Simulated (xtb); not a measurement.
C3H8Se, SMILES C[Se]CC. All values are semi-empirical tight-binding results from xtb (GFN2-xTB unless named), good for trends rather than for accurate numbers. The structure is a stationary point at GFN2-xTB. Other conformers were not sampled.

Optimised geometry:

Bonded distances (Å): Se1–C2 1.955, Se1–C6 1.974, C2–H3 1.086, C2–H4 1.087, C2–H5 1.087, C6–C7 1.515, C6–H8 1.092, C6–H9 1.091, C7–H10 1.088, C7–H11 1.088, C7–H12 1.089. Angles (°): C2–Se1–C6 98.3, Se1–C2–H3 107.2, Se1–C2–H4 109.1, Se1–C2–H5 109.9, H3–C2–H4 110.0, H3–C2–H5 109.8, H4–C2–H5 110.8, Se1–C6–C7 113.4, Se1–C6–H8 106.7, Se1–C6–H9 104.8, C7–C6–H8 111.6, C7–C6–H9 111.0, H8–C6–H9 108.9, C6–C7–H10 110.6, C6–C7–H11 111.1, C6–C7–H12 109.8, H10–C7–H11 108.6, H10–C7–H12 108.6, H11–C7–H12 108.2.
Charge 0, spin multiplicity 1.

```yaml
orbital_gap: 4.14 eV
zero_point_energy: 63.0 kcal/mol
G − E(el) at 298.15 K (modified RRHO): 43.6 kcal/mol
static polarisability (D4 model): 66.2 bohr³
solvation energy, GFN2-xTB/ALPB(water): -1.5 kcal/mol
solvation energy, GFN2-xTB/ALPB(acetonitrile): -3.8 kcal/mol
```

Computed atomic charges and the Wiberg bond orders between heavy atoms:
charges (e) Se1 -0.22, C2 -0.06, H3 0.06, H4 0.05, H5 0.05, C6 -0.01, C7 -0.10, H8 0.05, H9 0.05, H10 0.05, H11 0.04, H12 0.04. Bond orders Se1–C2 1.05, Se1–C6 1.01, C6–C7 1.03.
